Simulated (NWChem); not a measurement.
System: C2HClF4; SMILES FC(F)C(F)(F)Cl

Here is an NWChem input.

```
start job
memory heap 200 mb stack 900 mb global 1100 mb
geometry units angstroms noautosym nocenter noautoz
  F      1.469724     1.138357     0.250464
  C      0.337124     0.986277    -0.442658
  F     -0.449179     2.050919    -0.233242
  C     -0.405738    -0.261815     0.055731
  F     -0.696437    -0.140251     1.344562
  F     -1.543935    -0.379671    -0.625774
  Cl     0.585125    -1.703238    -0.202871
  H      0.560386     0.893104    -1.519230
end
basis spherical
  F library sto-3g
  C library sto-3g
  Cl library sto-3g
  H library sto-3g
end
dft
  xc b3lyp
  iterations 150
end
property
  response 1 0.0773
end
task dft property
```

STO-3G and 3-21G are far too small for this property and stand as cheap habits. Structure relaxed at the PBE0/def2-SVP level.

Field at 589 nm.

Task: What results follow from this input? (B3LYP/STO-3G.) Quantities: isotropic polarisability (bohr³); anisotropy (bohr³).

Result: 
- isotropic polarisability (bohr³): 17.3
- anisotropy (bohr³): 11.6
